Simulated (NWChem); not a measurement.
System: CH2O3Si; SMILES [SiH2]1OC(O1)=O

NWChem input:

```
start job
memory heap 200 mb stack 900 mb global 1100 mb
geometry units angstroms noautosym nocenter noautoz
  O      0.000000     0.000000     2.112585
  C      0.000000     0.000000     0.921125
  O      0.000000     1.100562     0.065138
  Si     0.000000     0.000000    -1.267039
  O      0.000000    -1.100562     0.065138
  H     -1.251890     0.000000    -2.076629
  H      1.251890     0.000000    -2.076629
end
basis spherical
  * library 6-31g*
end
dft
  xc m05-2x
  iterations 150
end
cosmo
  do_cosmo_smd true
  solvent water
end
task dft energy
```

Structure relaxed at the PBE-D3(BJ)/def2-SVP level. Solvent: water.

Level: M05-2X/6-31G* with SMD (1 M gas to 1 M solution), gas-phase geometry. Reactions with the solvent are ignored.

### Question
Predict the main results of this run. (M05-2X/6-31G* (spherical d), SMD on the gas-phase geometry.) Quantities: solvation free energy (kcal/mol); cavity-dispersion-structure term (kcal/mol); dipole in solution (D).

### Answer
```json
{
  "solvation free energy (kcal/mol)": "-6.3",
  "cavity-dispersion-structure term (kcal/mol)": "3.7",
  "dipole in solution (D)": "6.40"
}
```
